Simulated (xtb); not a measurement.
C2H5S (SMILES [CH2-]SC), charge -1, singlet, geometry from GFN2-xTB, atoms displaced at random by about 0.1 Å a coordinate; GFN2-xTB run with xtb 6.7.1.

Input for xtb:
```
$ xtb mol.xyz --gfn 2 --chrg -1 --opt lax --json

# file mol.xyz
8

C      0.03011179     1.67484331    -0.53792983
S     -0.02655825     0.17594223     0.35285757
C      0.00304900    -1.60867410    -0.41547517
H      0.80730481     1.76641074    -1.07502982
H     -0.90339373     1.77484707    -0.92830666
H      0.05520450    -2.28658420     0.48775408
H     -0.77334141    -1.47788144    -1.11275793
H      0.95789651    -1.66854374    -0.98919935
```

What the program printed (banner, timings and long lists left out):

```
   ID    Z sym.   atoms
    1    6 C      1, 3
    2   16 S      2
    3    1 H      4-8

           -------------------------------------------------
          |                Calculation Setup                |
           -------------------------------------------------

           -------------------------------------------------
          |                 G F N 2 - x T B                 |
           -------------------------------------------------

          ...................................................
          :                      SETUP                      :
          :.................................................:
          :  # basis functions                  23          :
          :  # atomic orbitals                  22          :
          :  # shells                           12          :
          :  # electrons                        20          :
          :  max. iterations                   250          :
          :  Hamiltonian                  GFN2-xTB          :
          :  restarted?                      false          :
          :  GBSA solvation                  false          :
          :  PC potential                    false          :
          :  electronic temp.          300.0000000     K    :
          :  accuracy                    1.0000000          :
          :  -> integral cutoff          0.2500000E+02      :
          :  -> integral neglect         0.1000000E-07      :
          :  -> SCF convergence          0.1000000E-05 Eh   :
          :  -> wf. convergence          0.1000000E-03 e    :
          :  Broyden damping             0.4000000          :
          :  net charge                         -1          :
          :  unpaired electrons                  0          :
          ...................................................

 iter      E             dE          RMSdq      gap      omega  full diag
   1    -10.2118602 -0.102119E+02  0.540E+00    3.44       0.0  T
   2    -10.2661288 -0.542686E-01  0.358E+00    3.06       1.0  T
   3    -10.2843786 -0.182498E-01  0.190E+00    3.62       1.0  T
   4    -10.2905027 -0.612404E-02  0.890E-01    3.23       1.0  T
   5    -10.2928715 -0.236880E-02  0.268E-01    3.36       1.0  T
   6    -10.2928825 -0.109953E-04  0.456E-02    3.34       1.0  T
   7    -10.2928870 -0.449632E-05  0.245E-02    3.35       1.4  T
   8    -10.2928885 -0.153691E-05  0.420E-03    3.35       8.4  T
   9    -10.2928885  0.269584E-08  0.202E-03    3.35      17.5  T
  10    -10.2928885 -0.669279E-08  0.586E-04    3.35      60.4  T
  11    -10.2928885 -0.180737E-09  0.138E-04    3.35     255.3  T

   *** convergence criteria satisfied after 11 iterations ***

         :::::::::::::::::::::::::::::::::::::::::::::::::::::
         ::                     SUMMARY                     ::
         :::::::::::::::::::::::::::::::::::::::::::::::::::::
         :: total energy             -10.151463511714 Eh    ::
         :: gradient norm              0.208359942767 Eh/a0 ::
         :: HOMO-LUMO gap              3.346386877674 eV    ::
         ::.................................................::
         :: SCC energy               -10.292887963640 Eh    ::
         :: -> isotropic ES            0.129066669878 Eh    ::
         :: -> anisotropic ES          0.001766066562 Eh    ::
         :: -> anisotropic XC          0.006946413297 Eh    ::
         :: -> dispersion             -0.004235842704 Eh    ::
         :: repulsion energy           0.141424451926 Eh    ::
         :: add. restraining           0.000000000000 Eh    ::
         :: total charge              -1.000000000000 e     ::
         :::::::::::::::::::::::::::::::::::::::::::::::::::::

      -----------------------------------------------------------
     |                   =====================                   |
     |                        A N C O P T                        |
     |                   =====================                   |
     |               Approximate Normal Coordinate               |
     |                Rational Function Optimizer                |
      -----------------------------------------------------------
      -----------------------------------------------------------
     |                   =====================                   |
     |                        A N C O P T                        |
     |                   =====================                   |
     |               Approximate Normal Coordinate               |
     |                Rational Function Optimizer                |
      -----------------------------------------------------------

          ...................................................
          :                      SETUP                      :
          :.................................................:
          :   optimization level               lax          :
          :   max. optcycles                   200          :
          :   ANC micro-cycles                  20          :
          :   degrees of freedom                18          :
          :.................................................:
          :   RF solver                   davidson          :
          :   write xtbopt.log                true          :
          :   linear?                        false          :
          :   energy convergence         0.2000000E-04 Eh   :
          :   grad. convergence          0.2500000E-02 Eh/α :
          :   maxmium RF displ.          1.0000000          :
          :   Hlow (freq-cutoff)         0.1000000E-01      :
          :   Hmax (freq-cutoff)         5.0000000          :
          :   S6 in model hess.         20.0000000          :
          ...................................................

generating ANC from exact Hessian ...
Using Lindh-Hessian (1995)
 Shifting diagonal of input Hessian by    7.1346979065987186E-003
 Lowest  eigenvalues of input Hessian
    0.000000    0.000000    0.000000    0.000000    0.000000    0.000000
[...]
 * total energy  :   -10.1514635 Eh     change       -0.4961542E-10 Eh
 * total energy  :   -10.1821589 Eh     change       -0.3069535E-01 Eh
 * total energy  :   -10.1869217 Eh     change       -0.4762797E-02 Eh
 * total energy  :   -10.1875979 Eh     change       -0.6762566E-03 Eh
 * total energy  :   -10.1877320 Eh     change       -0.1340757E-03 Eh
 * total energy  :   -10.1877655 Eh     change       -0.3348159E-04 Eh
 * total energy  :   -10.1877713 Eh     change       -0.5816983E-05 Eh
   *** GEOMETRY OPTIMIZATION CONVERGED AFTER 7 ITERATIONS ***
[...]

 iter      E             dE          RMSdq      gap      omega  full diag
   1    -10.2910653 -0.102911E+02  0.361E-05    3.44       0.0  T
   2    -10.2910653 -0.298428E-12  0.228E-05    3.44    1552.2  T
   3    -10.2910653  0.639488E-12  0.209E-05    3.44    1694.6  T

   *** convergence criteria satisfied after 3 iterations ***

         :::::::::::::::::::::::::::::::::::::::::::::::::::::
         ::                     SUMMARY                     ::
         :::::::::::::::::::::::::::::::::::::::::::::::::::::
         :: total energy             -10.187771284919 Eh    ::
         :: gradient norm              0.000976418924 Eh/a0 ::
         :: HOMO-LUMO gap              3.442463335060 eV    ::
         ::.................................................::
         :: SCC energy               -10.291064620102 Eh    ::
         :: -> isotropic ES            0.121650786959 Eh    ::
         :: -> anisotropic ES          0.004798489829 Eh    ::
         :: -> anisotropic XC          0.006036495020 Eh    ::
         :: -> dispersion             -0.004459032302 Eh    ::
         :: repulsion energy           0.103293335183 Eh    ::
         :: add. restraining           0.000000000000 Eh    ::
         :: total charge              -1.000000000000 e     ::
         :::::::::::::::::::::::::::::::::::::::::::::::::::::

           -------------------------------------------------
          |                Property Printout                |
           -------------------------------------------------

    * Orbital Energies and Occupations

         #    Occupation            Energy/Eh            Energy/eV
      -------------------------------------------------------------
         1        2.0000           -0.4702303             -12.7956
         2        2.0000           -0.4038567             -10.9895
         3        2.0000           -0.3272296              -8.9044
         4        2.0000           -0.3027193              -8.2374
         5        2.0000           -0.3018334              -8.2133
         6        2.0000           -0.2561090              -6.9691
         7        2.0000           -0.2424028              -6.5961
         8        2.0000           -0.1999804              -5.4417
         9        2.0000           -0.1338639              -3.6426
        10        2.0000           -0.0983011              -2.6749 (HOMO)
        11                          0.0282071               0.7676 (LUMO)
        12                          0.0984390               2.6787
        13                          0.2159326               5.8758
        14                          0.2265205               6.1639
        15                          0.2335446               6.3551
        16                          0.3160220               8.5994
        17                          0.3948994              10.7458
        18                          0.4019945              10.9388
        19                          0.4062717              11.0552
        20                          0.4283940              11.6572
        21                          0.4909860              13.3604
        22                          0.7371825              20.0598
      -------------------------------------------------------------
                  HL-Gap            0.1265082 Eh            3.4425 eV
             Fermi-level           -0.0350470 Eh           -0.9537 eV

     #   Z          covCN         q      C6AA      α(0)
     1   6 C        2.822    -0.126    31.204     9.153
     2  16 S        1.918    -0.535   165.316    21.640
     3   6 C        3.717    -0.047    21.536     6.629
     4   1 H        0.924    -0.107     5.819     3.772
     5   1 H        0.924    -0.107     5.825     3.774
     6   1 H        0.925    -0.023     3.484     2.919
     7   1 H        0.925    -0.027     3.570     2.955
     8   1 H        0.925    -0.028     3.589     2.963

 Mol. C6AA /au·bohr⁶  :       1123.014717
 Mol. C8AA /au·bohr⁸  :      32810.639850
 Mol. α(0) /au        :         53.805880

Wiberg/Mayer (AO) data.
largest (>0.10) Wiberg bond orders for each atom

 ---------------------------------------------------------------------------
     #   Z sym  total        # sym  WBO       # sym  WBO       # sym  WBO
 ---------------------------------------------------------------------------
     1   6 C    3.509 --     2 S    1.390     4 H    0.971     5 H    0.971
                             3 C    0.169
     2  16 S    2.248 --     1 C    1.390     3 C    0.820
     3   6 C    3.974 --     7 H    0.993     8 H    0.993     6 H    0.993
                             2 S    0.820     1 C    0.169
     4   1 H    0.989 --     1 C    0.971
     5   1 H    0.988 --     1 C    0.971
     6   1 H    0.999 --     3 C    0.993
     7   1 H    0.999 --     3 C    0.993
     8   1 H    0.999 --     3 C    0.993
 ---------------------------------------------------------------------------

Topologies differ in total number of bonds
Writing topology from bond orders to xtbtopo.mol

molecular dipole:
                 x           y           z       tot (Debye)
 q only:       -0.042      -0.919       0.172
   full:       -0.058      -1.348      -0.580       3.732
molecular quadrupole (traceless):
                xx          xy          yy          xz          yz          zz
 q only:        2.506       0.092      -3.663      -0.056       1.803       1.157
  q+dip:        3.820       0.058      -5.328      -0.130       0.471       1.508
   full:        3.216       0.040      -4.753      -0.112       0.470       1.538

optimized geometry written to: xtbopt.xyz

           -------------------------------------------------
          | TOTAL ENERGY              -10.187771284919 Eh   |
          | GRADIENT NORM               0.000976418924 Eh/α |
          | HOMO-LUMO GAP               3.442463335060 eV   |
           -------------------------------------------------

normal termination of xtb
```
